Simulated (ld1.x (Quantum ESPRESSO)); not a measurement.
**Configuration tests for rhodium (PAW)**

* Element: Rh
* Generator: ld1.x (Quantum ESPRESSO) 7.5
* Type: PAW
* Functional: PBE
* Relativity: scalar-relativistic
* Frozen core: [Ar] 3d10
* Valence charge: 17
* Reference configuration: 4s2 4p6 4d8 5s1 5p0
* Partial waves: 4s (bound): rcut 1.30, rcutus 1.40 bohr; 5s (bound): rcut 1.30, rcutus 1.40 bohr; 4p (bound): rcut 2.15, rcutus 2.35 bohr; 5p (bound, empty): rcut 2.15, rcutus 2.35 bohr; 4d (bound): rcut 1.35, rcutus 1.85 bohr; 4d channel at 1.75 Ry: rcut 1.35, rcutus 1.85 bohr
* Local potential: all-electron potential smoothed inside 1.40 bohr (lloc = -2)
* Core correction: Bessel-smoothed model core inside 1.20 bohr
* Augmentation charge: BESSEL, radius 1.45 bohr

Energies are relative to the spin-unpolarised reference configuration 4s2 4p6 4d8 5s1 5p0; without spin polarisation the order of configurations can differ from experiment.

| valence configuration | charge | ΔE all-electron (eV) | error AE − PS (meV) |
| --- | --- | --- | --- |
| 4s2 4p6 4d8 5s0 5p0 | +1 | 7.460 | -0.9 |
| 4s2 4p6 4d7 5s0 5p0 | +2 | 26.971 | -1.4 |
| 4s2 4p6 4d6 5s0 5p0 | +3 | 59.476 | -11 |
| 4s1 4p6 4d8 5s1 5p0 | +1 | 89.043 | -16 |
| 4s2 4p6 4d8 5s0 5p1 | 0 | 3.603 | 0.0 |
| 4s2 4p6 4d8.5 5s0.5 5p0 | 0 | -0.631 | -0.8 |

Question: What are ΔE and the potential's error for 4s2 4p5 4d8 5s1 5p0?

Answer: ΔE = 56.634 eV all-electron; the error (AE − PS) is -22 meV.

Levels in the configuration 4s2 4p6 4d8.5 5s0.5 5p0:

```json
{"level": "4s", "all-electron (eV)": "-80.875", "pseudo (eV)": "-80.869"}
{"level": "4p", "all-electron (eV)": "-48.863", "pseudo (eV)": "-48.859"}
{"level": "4d", "all-electron (eV)": "-4.709", "pseudo (eV)": "-4.708"}
{"level": "5s", "all-electron (eV)": "-3.816", "pseudo (eV)": "-3.815"}
```
